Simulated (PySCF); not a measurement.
A calculated (r2SCANh, PySCF 2.14, aug-cc-pVQZ-DK3, scalar relativity by spin-free X2C-1e) atom or ion has these occupied shells.

```tsv
shell	electrons	orbital energy (eV)	rms radius, mean of both spins (bohr)
1s α	1	-87883.3	0.0181
1s β	1	-87883.2	0.0181
2s α	1	-15760.8	0.0730
2s β	1	-15760.8	0.0730
2p α	3	-13591.2	0.0673
2p β	3	-13591.2	0.0673
3s α	1	-3802.9	0.186
3s β	1	-3802.8	0.186
3p α	3	-3173.6	0.189
3p β	3	-3173.6	0.189
3d α	5	-2497.6	0.173
3d β	5	-2497.6	0.173
4s α	1	-871.98	0.408
4s β	1	-871.88	0.408
4p α	3	-663.26	0.436
4p β	3	-663.17	0.436
4d α	5	-411.45	0.463
4d β	5	-411.36	0.463
5s α	1	-149.67	0.910
5s β	1	-149.44	0.910
4f α	7	-137.64	0.495
4f β	7	-137.54	0.495
5p α	3	-91.334	1.04
5p β	3	-91.175	1.04
5d α	5	-23.974	1.40
5d β	5	-23.289	1.40
6s α	1	-15.051	2.46
6p α	3	-5.583	3.31
```

Question: Name the element and its charge.

Answer: Pb (lead, neutral), in [Xe] 4f14 5d10 6s1 6p3, high-spin 5S determinant (an excited configuration).
